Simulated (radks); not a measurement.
Neutral thallium, configuration [Hg] 6d1 (not the ground configuration). Method: scalar-relativistic Kohn-Sham, LDA (Slater exchange, Perdew-Wang correlation), spin-polarised, spherical densities, finite nucleus; open shells are filled with parallel spins first (spin-orbit coupling, left out, can overturn this in heavy ions); Fermi nuclear charge, rms radius 5.4759 fm; computed with a radial shooting solver on a logarithmic mesh with Libxc functionals.

Local quantities along the radius. ELF = 1/(1 + alpha^2) is the electron localisation function; alpha = (tau - tau_W)/tau_unif compares the Pauli kinetic energy density with that of the uniform gas (summed over spins). tau is taken from the large components.

r (bohr)     ELF    alpha
0.0008759  1.000  0.02191
0.001036   0.999  0.02283
0.001236   0.999  0.02409
0.001462   0.999  0.02565
0.001743   0.999  0.02778
0.002062   0.999  0.03043
0.002458   0.999  0.03411
0.002908   0.999  0.03880
0.003468   0.998  0.04550
0.004102   0.997  0.05439
0.004892   0.995  0.06771
0.005787   0.993  0.08640
0.0069     0.987   0.1162
0.008162   0.975   0.1609
0.009733   0.947   0.2369
0.01151    0.887   0.3567
0.01373    0.760   0.5613
0.01624    0.579   0.8526
0.01937    0.407    1.207
0.02291    0.335    1.409
0.02732    0.372    1.300
0.03232    0.499    1.003
0.03853    0.651   0.7316
0.04558    0.733   0.6031
0.05436    0.724   0.6167
0.0643     0.611   0.7987
0.07667    0.425    1.163
0.0907     0.349    1.367
0.1082     0.454    1.096
0.1279     0.633   0.7622
0.1526     0.715   0.6318
0.1805     0.627   0.7715
0.2152     0.373    1.295
0.2546     0.292    1.558
0.3035     0.495    1.010
0.3591     0.686   0.6768
0.4282     0.706   0.6461
0.5065     0.577   0.8567
0.604      0.368    1.310
0.7145     0.331    1.423
0.852      0.508   0.9850
1.008      0.645   0.7426
1.202      0.633   0.7616
1.422      0.539   0.9255
1.695      0.436    1.138
2.005      0.380    1.277
2.391      0.357    1.343
2.829      0.322    1.450
3.373      0.190    2.062
3.99       0.040    4.921
4.758      0.011    9.575
5.628      0.019    7.094
6.711      0.043    4.702
7.939      0.065    3.802
9.467      0.075    3.503
11.2       0.067    3.720
13.35      0.043    4.718
15.8       0.019    7.224
18.84      0.005    14.33
22.28      0.001    35.41
26.57      0.000    121.0

On this mesh the ELF has minima near r = 0.023, 0.091, 0.25, 0.71, 4.8 bohr, which separate the shells, and maxima near 0.046 (0.73), 0.15 (0.71), 0.43 (0.71), 1.0 (0.64).
